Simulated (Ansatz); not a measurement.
Species: C₇H₁₃, charge 0, multiplicity 2. It need not be the lowest isomer of its formula. SMILES: C[C@H]1CC[C@H]([CH]1)C
Coordinates optimised at B3LYP-D3(BJ)/def2-TZVP (Ansatz, a first-principles code):
```
C
H 1 1.0825
C 1 1.4942 2 123.61
H 3 1.1039 1 109.19 2 78.68
C 1 1.4955 2 123.64 3 179.54
H 5 1.0969 1 111.24 2 -52.43
C 3 1.5285 4 107.33 1 125.17
H 7 1.0919 3 111.21 4 -61.01
H 7 1.0923 8 107.93 3 121.43
H 7 1.0925 8 107.84 9 116.66
C 5 1.5399 6 107.12 1 -123.44
H 11 1.0915 5 110.95 6 63.90
H 11 1.0919 12 107.74 5 -121.60
H 11 1.0928 12 108.16 13 -116.84
C 3 1.5427 4 107.99 1 -110.91
H 15 1.0909 3 112.83 4 -38.40
H 15 1.0940 16 107.33 3 120.09
C 15 1.5340 16 113.15 17 121.81
H 18 1.0912 15 113.11 16 -77.41
H 18 1.0929 19 107.41 15 -121.08
```
Charge 0, spin multiplicity 2.

Wanted: atomisation energy (electronic, to ground-state atoms), in kcal/mol. Cores are frozen in the correlated levels unless marked. UHF or UKS for open shells. Spin-orbit coupling is left out. No relativistic terms. The coupled-cluster limit lacks core correlation, which all-electron functionals hold. Basis-set limits of correlation are two-point, X^-3; Hartree-Fock from the larger set. The bracket is a focal-point correction in the basis named.

| level | program | atomisation energy (kcal/mol) |
|---|---|---|
| BLYP-D3(BJ)/def2-TZVPD | Ansatz + dftd3 | 1937.8 |

Task: Estimate the value at RI-MP2/CBS(cc-pVTZ,cc-pVQZ)+[CCSD(T)-MP2]/cc-pVTZ as computed with Ansatz.

Result: 1949.8 kcal/mol
